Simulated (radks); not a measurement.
Spherical quantum dot in the effective-mass picture: electrons in a hard-walled sphere of radius 3.88, all in effective atomic units (hartree* = m*/eps^2 hartree, bohr* = eps/m* bohr), one dielectric constant everywhere. Method: non-relativistic Kohn-Sham, LDA (Slater exchange, Perdew-Wang correlation), spin-polarised, spherical densities; computed with a radial shooting solver with Libxc functionals. Levels are named by radial order and angular momentum (1s, 1p, 1d, 2s, ...), and open shells are averaged over m. Results are scaled to m* = 0.153 and eps = 15.8, for which hartree* = 16.68 meV and bohr* = 5.465 nm.

N = 13, configuration 1s2 1p6 1d(up 5, down 0). This is the lowest configuration that the search found. Occupied and some empty levels:

level    occupation  eigenvalue (meV)  <r> (nm)
1s up             1            76.545     13.54
1s down           1            77.821     13.42
1p up             3            79.854     14.31
1p down           3            81.213     14.26
1d up             5            85.285     14.91
1d down           0            86.688     14.89
1f up             0            92.538     15.39
1f down           0            93.960     15.39
2s up             0            95.174     9.681
2s down           0            95.814     9.686
2p up             0            105.06     11.18
2p down           0            105.89     11.15

Energy (meV): total 600.062, kinetic 191.59, external 0, Hartree 488.65, exchange-correlation -80.177.
